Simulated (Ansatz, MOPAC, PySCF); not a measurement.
Pair of molecules: C2H4 (SMILES C=C) (first 6 atoms) with CH3Cl (SMILES CCl); geometry from B3LYP-D3(BJ)/def2-TZVP.
(charge 0, multiplicity 1):
```xyz
11

C      0.5416    -0.4751     0.2144
C     -0.3964     0.4608     0.2252
H      0.5383    -1.2831     0.9362
H      1.3418    -0.4728    -0.5161
H     -0.4037     1.2695    -0.4960
H     -1.1958     0.4479     0.9563
C      0.4929     0.3685     3.9151
Cl    -0.7665    -0.8992     3.7313
H      0.0610     1.1975     4.4677
H      1.3283    -0.0603     4.4603
H      0.7986     0.6827     2.9220
```

Counterpoise-corrected where a basis set is named; no monomer relaxation. Rows marked so take none.

Rows in 3-21G, 6-31G* carry no dispersion term and start afresh at each structure (6-31G* with six Cartesian d functions). The state that PM7 reach isn't checked; PM7 holds dispersion and hydrogen-bond terms.

Codes used: Ansatz (a quantum-chemistry and plane-wave program) with Gaussian orbitals; MOPAC for PM7 (differences of heats of formation); PySCF for 3-21G rows, 6-31G* rows, the dispersion terms. Each number belongs to the level named beside it.

```csv
level,interaction energy (kcal/mol)
PM7,-2.32
HF/3-21G (no counterpoise),-1.38
BLYP-D3(BJ)/def2-TZVPPD,-2.03
BP86/6-31G* (no counterpoise),-0.52
r2SCAN-D3(BJ)/def2-TZVPPD,-2.03
B3LYP/3-21G (no counterpoise),(withheld)
B3LYP-D3(BJ)/def2-TZVPPD,-2.19
PBE0-D3(BJ)/def2-TZVPPD,-2.23
PBE0-D4/def2-TZVPPD,-2.15
```

Problem. Fill in the missing entries.

Solution. 
- B3LYP/3-21G (no counterpoise), interaction energy (kcal/mol): -1.98
